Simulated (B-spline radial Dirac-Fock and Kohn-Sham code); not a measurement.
## Kohn-Sham estimates against Dirac-Fock for the levels of Mo²⁺

System: the Mo²⁺ ion, configuration 1s2 2s2 2p6 3s2 3p6 3d10 4s2 4p6 4d4.

The density-functional columns are spherical, spin-unpolarised Dirac-Kohn-Sham results without Breit or QED terms: −ε is minus the orbital energy of the initial state and ΔSCF the difference of two total energies. The reference in the last column comes from Dirac-Fock energy differences between relaxed states, corrected for Breit and QED terms. All numbers are from a radial finite-basis atomic code, in eV; a selection of levels is shown. The Kohn-Sham columns are given as differences from the reference. For the 1s level of heavy atoms much of the gap between ΔSCF and the reference is the Breit and QED part, -54.4 eV here; for other levels the error of the functional can be larger.

| level | PBE −ε − DF | PBE ΔSCF − DF | LDA −ε − DF | LDA ΔSCF − DF | Dirac-Fock |
| --- | --- | --- | --- | --- | --- |
| K (1s) | -197.1 | +76.3 | -224.5 | +48.1 | 20028.2 |
| L1 (2s) | -84.9 | -38.1 | -88.0 | -41.0 | 2901.2 |
| L2 (2p1/2) | -63.1 | -5.1 | -64.1 | -6.0 | 2655.4 |
| L3 (2p3/2) | -64.8 | -9.2 | -65.5 | -9.9 | 2550.5 |
| M1 (3s) | -41.8 | -25.0 | -42.9 | -26.0 | 536.7 |
| M2 (3p1/2) | -33.0 | -16.0 | -33.3 | -16.2 | 442.6 |
| M3 (3p3/2) | -32.8 | -16.1 | -33.1 | -16.4 | 424.9 |
| M4 (3d3/2) | -17.6 | -0.1 | -17.2 | +0.3 | 259.1 |
| M5 (3d5/2) | -17.8 | -0.3 | -17.4 | +0.1 | 255.9 |
| N1 (4s) | -12.9 | -5.1 | -12.8 | -5.0 | 95.66 |
| N2 (4p1/2) | -7.9 | -0.5 | -7.8 | -0.3 | 66.39 |
| N3 (4p3/2) | -7.9 | -0.6 | -7.8 | -0.5 | 63.88 |
| N4,5 (4d) | -4.4 | +1.5 | -4.2 | +1.7 | 25.26 |

Values without a named source are computed, but for edge energies of neutral atoms, which are taken from tables.
